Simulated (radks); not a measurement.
The numbers below are computed, except where a source is named.
Coulomb parameter of the 4f shell of the cerium ion Ce2+ in the model configuration [Xe] 4f1 5d1, as a second difference U = [E(n + 0.25) + E(n - 0.25) - 2 E(n)] / (0.25)^2 with all orbitals relaxed. "Bare": the charge of the atom changes with n. "Screened": the 5d shell takes up the change at fixed total charge, which measures U(4f,4f) + U(5d,5d) - 2 U(4f,5d). Level of theory: scalar-relativistic Kohn-Sham, SCAN, spin-unpolarised, spherical densities, finite nucleus; meta-GGA in the generalised Kohn-Sham scheme; Fermi nuclear charge, rms radius 4.8771 fm (a radial shooting solver on a logarithmic mesh with Libxc functionals).

[
 {"case": "start", "configuration": "[Xe] 4f1 5d1", "E - E(n) (eV)": "0.000"},
 {"case": "bare +0.25", "configuration": "[Xe] 4f1.25 5d1", "E - E(n) (eV)": "-3.913"},
 {"case": "bare -0.25", "configuration": "[Xe] 4f0.75 5d1", "E - E(n) (eV)": "4.869"},
 {"case": "screened +0.25", "configuration": "[Xe] 4f1.25 5d0.75", "E - E(n) (eV)": "-0.649"},
 {"case": "screened -0.25", "configuration": "[Xe] 4f0.75 5d1.25", "E - E(n) (eV)": "0.913"}
]

U(bare) = 15.301 eV, U(screened by 5d) = 4.217 eV, against the Slater integral F0(4f,4f) = 23.322 eV with frozen orbitals.
